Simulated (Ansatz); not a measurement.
Geometry optimisation, RKS r2SCANh/6-31G* in Ansatz 0.2.0.

The input (input.yaml):

```yaml
crystal:
  periodic: [false, false, false]
  atoms:
    - { symbol: Mg, position_ang: [0.255071, 0.327961, 0.628111] }
    - { symbol: Cl, position_ang: [0.05526, 2.582213, 1.395754] }
    - { symbol: C, position_ang: [0.571489, -1.657786, 0.148614] }
    - { symbol: H, position_ang: [-1.29727, 2.758157, -0.847679] }
    - { symbol: F, position_ang: [-1.48513, 2.12027, -1.479845] }
    - { symbol: H, position_ang: [0.241682, -2.331226, 0.946765] }
    - { symbol: H, position_ang: [1.632154, -1.863151, -0.031911] }
    - { symbol: H, position_ang: [0.026843, -1.936539, -0.759809] }
basis:
  gaussian: { orbitals: "6-31G*" }
hamiltonian:
  xc: r2scanh
relax:
  f_tol: 0.03
  max_steps: 50
```

Launched with:

```bash
$ ansatz run input.yaml --threads 2 --pin off --max-ram 3072MiB --backend cpu --events-out ev --progress --plain --runs-dir out
```

Task: Where does it end, and by what steps?

Result: It converged. After 10 steps the energy has fallen by 0.736 eV; F5 moved furthest, 0.72 Å. Joined: Mg1–F5.

```json
{"step": "0", "energy less start (eV)": "0.0000", "largest force component (eV/Å)": "1.311", "accepted": "yes"}
{"step": "1", "energy less start (eV)": "-0.2172", "largest force component (eV/Å)": "0.451", "accepted": "yes"}
{"step": "2", "energy less start (eV)": "-0.3901", "largest force component (eV/Å)": "0.510", "accepted": "yes"}
{"step": "3", "energy less start (eV)": "-0.5970", "largest force component (eV/Å)": "0.577", "accepted": "yes"}
{"step": "4", "energy less start (eV)": "-0.7095", "largest force component (eV/Å)": "0.485", "accepted": "yes"}
{"step": "5", "energy less start (eV)": "-0.7289", "largest force component (eV/Å)": "0.106", "accepted": "yes"}
{"step": "6", "energy less start (eV)": "-0.7304", "largest force component (eV/Å)": "0.193", "accepted": "yes"}
{"step": "7", "energy less start (eV)": "-0.7350", "largest force component (eV/Å)": "0.154", "accepted": "yes"}
{"step": "8", "energy less start (eV)": "-0.7343", "largest force component (eV/Å)": "0.207", "accepted": "no"}
{"step": "9", "energy less start (eV)": "-0.7361", "largest force component (eV/Å)": "0.049", "accepted": "yes"}
{"step": "10", "energy less start (eV)": "-0.7363", "largest force component (eV/Å)": "0.002", "accepted": "yes"}
```

```xyz
8
Properties=species:S:1:pos:R:3
Mg -0.027 0.526 0.224
Cl -0.043 2.597 1.255
C 0.469 -1.478 0.059
H -0.986 2.372 -0.500
F -1.117 1.615 -1.115
H 0.161 -2.055 0.939
H 1.549 -1.629 -0.051
H -0.007 -1.948 -0.811
```

Whether the end is a true minimum wasn't checked by a vibrational analysis.

The run took 24 s on 2 threads of Intel(R) Xeon(R) Platinum 8488C (Sapphire Rapids), with other jobs on the host, peak memory 0.21 GiB.
